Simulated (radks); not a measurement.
The numbers below are computed, except where a source is named.
Yb34+, configuration [Kr]. Code: a radial shooting solver on a logarithmic mesh with Libxc functionals. Model: non-relativistic Kohn-Sham, LB94 model potential, spin-polarised, spherical densities, point nucleus; relativity is left out, which matters for an element this heavy.

Unscreened Slater integrals over Kohn-Sham orbitals (eV). They are taken over the spin-up orbitals.

F0(4p,4p): 52.514
F2(4p,4p): 27.491
F0(4p,4s): 52.365
G1(4p,4s): 35.391
F0(4p,3d): 66.849
F2(4p,3d): 18.727
G1(4p,3d): 6.0569
G3(4p,3d): 6.0881
F0(4p,3p): 65.401
F2(4p,3p): 20.426
G0(4p,3p): 5.3778
G2(4p,3p): 6.5372
F0(4s,4s): 52.248
F0(4s,3d): 66.201
G2(4s,3d): 5.7830
F0(4s,3p): 64.827
G1(4s,3p): 6.4118
F0(3d,3d): 127.11
F2(3d,3d): 65.079
F4(3d,3d): 41.938
F0(3d,3p): 116.89
F2(3d,3p): 56.069
G1(3d,3p): 59.946
G3(3d,3p): 39.929
F0(3p,3p): 110.77
F2(3p,3p): 56.022
